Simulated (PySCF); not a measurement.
silanone (H2OSi), SMILES [SiH2]=O.

Geometry optimised at B3LYP-D3(BJ)/def2-TZVP.

Computed with PBE/def2-TZVPD (PySCF).

* **total energy**: -365.71828 hartree
* **point group**: C2v
* **highest occupied level**: -6.81 eV
* **lowest empty level**: -3.19 eV
* **orbital gap**: 3.62 eV
* **dipole moment**: 3.49 D
* **quadrupole, principal values (traceless, Buckingham form, about the centre of nuclear charge)**: -3.78, 0.24, 3.54 D·Å
* **mean static polarisability**: 32.0 bohr³ (4.74 Å³)
* **polarisability, principal values**: 26.3, 32.2, 37.4 bohr³
